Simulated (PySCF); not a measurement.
C3H3Cl2F, SMILES ClC1(Cl)[C@@H](C1)F. Atoms are numbered in the order given.

```xyz
9

F     -1.9448    -0.5258    -1.0232
C     -1.3817     0.0020     0.0876
C     -0.7737     1.3760    -0.0046
C      0.1105     0.1628     0.1314
Cl     1.0416    -0.3635    -1.2692
Cl     0.9173    -0.1128     1.6843
H     -1.8848    -0.3121     1.0082
H     -0.8586     2.0515     0.8503
H     -0.7855     1.8452    -0.9920
```

Geometry optimised at B3LYP-D3(BJ)/def2-SVP. The structure was generated by enumeration; whether it is a known compound was not checked.

Two levels are set side by side: PBE/pcSseg-1 (PySCF) and PBE0/pcSseg-1 (PySCF). GIAO shifts against CFCl3 (¹⁹F), HCl (³⁵Cl), TMS (¹H), TMS (¹³C) at the same level; non-relativistic, no solvent, atoms listed together averaged. Without spin–orbit terms, shifts of atoms bonded to Cl or Br come out too high at both levels. Differences are taken from unrounded values.

| quantity | PBE0 | PBE | PBE minus PBE0 |
|---|---|---|---|
| δ(¹⁹F) of F1 (ppm) | -222.5 | -236.3 | -13.8 |
| δ(¹³C) of C2 (ppm) | 79.9 | 83.7 | 3.8 |
| δ(¹³C) of C3 (ppm) | 33.0 | 34.7 | 1.7 |
| δ(¹³C) of C4 (ppm) | 76.9 | 83.9 | 7.0 |
| δ(¹H) of H7 (ppm) | 4.65 | 4.75 | 0.10 |
| δ(¹H) of H8, H9 (ppm) | 1.82 | 1.79 | -0.03 |

Rough cost on one machine, each run with all the roots and properties that it gave: PBE0 against PBE within a factor of 2.
